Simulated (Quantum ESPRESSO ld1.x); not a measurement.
Results of a calculation; reference values are marked as such.
The aim is the praseodymium ion Pr2+ in [Xe] 4f3. This ld1.x (Quantum ESPRESSO 7.5) run was made with `OMP_NUM_THREADS=1 ld1.x < ld1.in > ld1.out`. Can the result be used? Name any fault.

```
 &input
    zed=59.0,
    iswitch=1,
    rel=0,
    lsd=1,
    dft='PZ',
    config='[Xe] 4f3 6p2',
    prefix='ld1',
    max_out_wfc=37,
    file_charge='ld1.rho',
 /
```

Output (excerpt):

```
     Program LD1 v.7.5 starts

     --------------------------- All-electron run ----------------------------

     atomic number is 59.00
     dft =PZ   lsd =1 sic =0 latt =0  beta=0.20 tr2=1.0E-14
     Exchange-correlation= PZ
                           (   1   1   0   0   0   0   0)
     mesh =1961 r(mesh) =  99.72960 a.u. xmin = -7.00 dx = 0.00800
     1 Ry =  13.60569312 eV

     n l     nl                  e(Ry)          e(Ha)          e(eV)
     1 0     1S 1( 1.00)     -2914.7952     -1457.3976    -39657.8089
     2 0     2S 1( 1.00)      -454.9701      -227.4851     -6190.1842
     2 1     2P 1( 3.00)      -430.9540      -215.4770     -5863.4274
     3 0     3S 1( 1.00)       -97.9975       -48.9987     -1333.3234
     3 1     3P 1( 3.00)       -87.5301       -43.7650     -1190.9073
     4 0     4S 1( 1.00)       -19.3481        -9.6740      -263.2441
     4 1     4P 1( 3.00)       -15.4197        -7.7098      -209.7954
     3 2     3D 1( 5.00)       -67.9654       -33.9827      -924.7161
     5 0     5S 1( 1.00)        -2.7640        -1.3820       -37.6067
     5 1     5P 1( 3.00)        -1.7193        -0.8597       -23.3929
     4 2     4D 1( 5.00)        -8.5023        -4.2512      -115.6799
     4 3     4F 1( 3.00)        -0.4977        -0.2489        -6.7718
     6 1     6P 1( 2.00)        -0.1805        -0.0902        -2.4555
     1 0     1S 2( 1.00)     -2914.7946     -1457.3973    -39657.8005
     2 0     2S 2( 1.00)      -454.9673      -227.4837     -6190.1457
     2 1     2P 2( 3.00)      -430.9520      -215.4760     -5863.4009
     3 0     3S 2( 1.00)       -97.9270       -48.9635     -1332.3645
     3 1     3P 2( 3.00)       -87.4649       -43.7325     -1190.0208
     4 0     4S 2( 1.00)       -19.1904        -9.5952      -261.0990
     4 1     4P 2( 3.00)       -15.2622        -7.6311      -207.6523
     3 2     3D 2( 5.00)       -67.9164       -33.9582      -924.0502
     5 0     5S 2( 1.00)        -2.6756        -1.3378       -36.4032
     5 1     5P 2( 3.00)        -1.6459        -0.8229       -22.3932
     4 2     4D 2( 5.00)        -8.3458        -4.1729      -113.5497
     4 3     4F 2( 0.00)        -0.3610        -0.1805        -4.9120
     6 1     6P 2( 0.00)        -0.1073        -0.0537        -1.4604

     final scf error:  6.3E-15 reached in  36 iterations

     Etot =  -17835.107283 Ry,   -8917.553641 Ha, -242658.996506 eV
     Total magnetization:    5.00 Bohr mag.

     Ekin =   17826.891361 Ry,    8913.445680 Ha,  242547.213191 eV
     Encl =  -42266.702934 Ry,  -21133.351467 Ha, -575067.789438 eV
     Eh   =    7009.535116 Ry,    3504.767558 Ha,   95369.583723 eV
     Exc  =    -404.830826 Ry,    -202.415413 Ha,   -5508.003983 eV
```

Answer. No (ran as typed). The line at issue: config='[Xe] 4f3 6p2'. The string holds 59 electrons for Z = 59, so the species has charge 0 and is not the one meant. The run is valid for that other species. The sound input gives -8917.1081 hartree.
